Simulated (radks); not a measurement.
Values are calculated unless marked as measured or tabulated.
Task: The iridium ion Ir4+, [Xe] 4f14 5d5. Level of theory: non-relativistic Kohn-Sham, exchange-only B88, spin-polarised, spherical densities, point nucleus (a radial shooting solver on a logarithmic mesh with Libxc functionals). Every spin shell is full or empty, so the densities are truly spherical. Functionals are evaluated on that one density, not self-consistently. Rank these exchange functionals by their error against the exact value of the orbitals, and give that value: LDA, PW91, OPTX, WC, AM05, SOGGA, B86b, G96, EV93, APBE, revTPSS, r2SCAN, Tao-Mo.

Result: Exact: -322.628 hartree. From best to worst, with 100 (|E| - |E exact|)/|E exact| (equal figures are ties): B86b +0.05, PW91 +0.09, r2SCAN -0.14, APBE +0.30, EV93 -0.44, G96 +0.51, WC -0.59, Tao-Mo -0.79, revTPSS -0.86, SOGGA -1.79, OPTX +1.90, AM05 -3.63, LDA -3.84.
